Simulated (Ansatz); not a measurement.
Ansatz (a quantum-chemistry and plane-wave program) input (CCSD(T)/def2-SVPD):

Ansatz 0.2 input:
```yaml
crystal:
  periodic: [false, false, false]
  atoms:
    - {symbol: Ti, position_ang: [0.00000000, 0.00000000, 0.00000000]}
    - {symbol: I, position_ang: [0.00000000, 0.00000000, 2.61400072]}
    - {symbol: I, position_ang: [-0.00000000, -0.00000000, -2.61400072]}
basis:
  gaussian:
    orbitals: def2-SVPD
magnetization: {spin_polarized: true, initial_magnetization: 2}
correlation: {method: ccsd_t, electrons: outside_noble_gas}
output: {forces: true}
```

End of the output:

```
cycle   2  -7.26326476 eV  change    1.6e-8 eV  update   1.4e-7
cycle   3  -7.26326476 eV  change   9.2e-10 eV  update   1.4e-7
cycle   4  -7.26326473 eV  change    2.6e-8 eV  update   1.3e-7
cycle   5  -7.26326473 eV  change   7.1e-10 eV  update   1.2e-7
cycle   6  -7.26326472 eV  change    1.2e-8 eV  update   1.0e-7
cycle   7  -7.26326475 eV  change   -2.8e-8 eV  update   9.0e-8
cycle   8  -7.26326477 eV  change   -2.4e-8 eV  update   7.6e-8
perturbative correction -0.24188563 eV, -0.0088891330 hartree
the calculation of the forces begins
densities: 1.11 GiB planned
Total energy: -39240.63018445 eV, -1442.0665610242 hartree
Atom 0 at     0.000000     0.000000     0.000000 Å, force    -0.000000    -0.000000     0.000000 eV/Å
Atom 1 at     0.000000     0.000000     2.614001 Å, force     0.000000    -0.000000     0.496366 eV/Å
Atom 2 at    -0.000000    -0.000000    -2.614001 Å, force    -0.000000     0.000000    -0.496366 eV/Å
Dipole moment:    -0.000000     0.000000     0.000000 e Å
```

The spin state was set by rule; other spins were not relaxed.
